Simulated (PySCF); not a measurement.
## How strongly Mo binds etchant and ambient atoms

CCSD(T) in PySCF with def2-TZVPPD on every atom (core potentials on Mo), for the lowest determinant that a PBE0 search found; no spin–orbit coupling. D0 is De less the harmonic zero-point energy.

| X | state of MoX | D0(MoX) (eV) | D0(X₂) (eV) |
| --- | --- | --- | --- |
| H | sextet (σ ↑, π ↑↑, δ ↑↑) | 2.32 | 4.43 |
| Cl | sextet (σ ↑, π ↑↑, δ ↑↑) | 3.65 | 2.30 |
| O | quintet (σ ↑, π ↑, δ ↑↑) | 5.14 | 4.85 |

Question: Give the energy of Mo + X₂ → MoX + X at 0 K for each X.

Answer: H: 4.43 − 2.32 = +2.11 eV; Cl: 2.30 − 3.65 = -1.35 eV; O: 4.85 − 5.14 = -0.29 eV (CCSD(T)/def2-TZVPPD; negative means exothermic).

Question: Does an atom of Cl displace O from MoO?

Answer: MoO + Cl → MoCl + O has ΔE = 5.14 − 3.65 = +1.49 eV at CCSD(T)/def2-TZVPPD, so it is uphill.

Gas-phase diatomics only hint at surface chemistry, where an atom holds several bonds.

Correlated steps freeze the inner cores (0 to 10 orbitals); shallow outer-core shells are correlated. UHF and ROHF references stand side by side, which adds small steps between rows. Spin–orbit coupling is left out, which matters for elements this heavy, above all for dissociation energies. Where the molecule has an RHF reference, its open-shell atoms are computed with UHF. States were picked by a PBE0 search and need not be the measured ground states. With d or f electrons several states lie close, and the lowest PBE0 determinant need not be the measured ground state.
